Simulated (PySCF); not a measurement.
## Atomic charges by several schemes

Phenylsilane, C6H8Si.
Z-matrix (Å and degrees, PBE0-D3(BJ)/def2-SVP geometry), rows numbered from 1:
```
Si
C   1  1.8786
C   2  1.4025  1  121.06
C   3  1.3949  2  121.03  1  -179.94
C   4  1.3933  3  120.00  2    -0.02
C   5  1.3951  4  119.78  3     0.01
C   6  1.3928  5  120.05  4     0.00
H   1  1.4959  2  110.96  3   119.42
H   1  1.4941  2  109.24  3    -0.79
H   1  1.4958  2  110.92  3  -121.01
H   3  1.0938  2  119.81  1     0.07
H   4  1.0928  3  119.91  2  -179.99
H   5  1.0928  4  120.13  3  -179.99
H   6  1.0928  5  120.03  4   179.98
H   7  1.0945  2  120.04  1    -0.03
```

Density: PBE0/pcSseg-1 (PySCF); schemes: Mulliken, IAO, Hirshfeld and ESP-fitted. Isolated species at its PBE0-D3(BJ)/def2-SVP geometry, gas phase.

Task: What partial charge does each atom carry?

Result: In e; atoms taken as equivalent share a row and are averaged (×n: the atom named and its like, n in all):

| atom | environment | Mulliken | IAO | Hirshfeld | ESP-fitted |
| --- | --- | --- | --- | --- | --- |
| Si1 | SiH3 silicon | +0.549 | +0.588 | +0.304 | +0.277 |
| C2 | substituted aromatic carbon | -0.365 | -0.277 | -0.095 | -0.024 |
| C3/C7 | aromatic CH carbon | -0.077 | -0.137 | -0.045 | -0.144 |
| C4/C6 | aromatic CH carbon | -0.077 | -0.149 | -0.048 | -0.162 |
| C5 | aromatic CH carbon | -0.090 | -0.143 | -0.043 | -0.112 |
| H8/H9/H10 | Si–H hydrogen | -0.087 | -0.114 | -0.077 | -0.077 |
| H11/H15 | aromatic hydrogen | +0.089 | +0.145 | +0.048 | +0.139 |
| H12/H14 | aromatic hydrogen | +0.099 | +0.152 | +0.051 | +0.145 |
| H13 | aromatic hydrogen | +0.100 | +0.152 | +0.052 | +0.137 |

Mean size of the charges over all atoms: IAO 0.178 e, Mulliken 0.137 e, ESP-fitted 0.131 e, Hirshfeld 0.074 e. Each set sums to the total charge, 0, to within 0.001 e. The Hirshfeld scheme divides the density at each point in proportion to the densities of the neutral, spherically averaged free atoms.

Some averages cover members that differ in this geometry: C3/C7, ESP-fitted -0.173 to -0.115; H11/H15, ESP-fitted +0.125 to +0.152 e.

Lowest charge. The schemes don't all agree: Mulliken C2 (-0.365); IAO C2 (-0.277); Hirshfeld C2 (-0.095); ESP-fitted C4/C6 (-0.162).

Highest charge. All schemes agree: Mulliken Si1 (+0.549); IAO Si1 (+0.588); Hirshfeld Si1 (+0.304); ESP-fitted Si1 (+0.277).

Task: How closely do the schemes follow one another over all atoms?

Result: Correlation coefficient and root-mean-square difference: IAO with Hirshfeld 0.97, 0.119 e; Mulliken with IAO 0.97, 0.056 e; Mulliken with Hirshfeld 0.96, 0.100 e; IAO with ESP-fitted 0.89, 0.106 e; Hirshfeld with ESP-fitted 0.83, 0.081 e; Mulliken with ESP-fitted 0.76, 0.123 e.

Task: Sum the charges by element, for elements with more than one atom.

Result: 
```json
{"element": "C", "atoms": "6", "Mulliken": "-0.763", "IAO": "-0.990", "Hirshfeld": "-0.324", "ESP-fitted": "-0.748"}
{"element": "H", "atoms": "8", "Mulliken": "+0.214", "IAO": "+0.403", "Hirshfeld": "+0.020", "ESP-fitted": "+0.472"}
```

The run behind these numbers computed NMR shieldings as well. The run took 33 s on one thread of an x86-64 server (shared host).
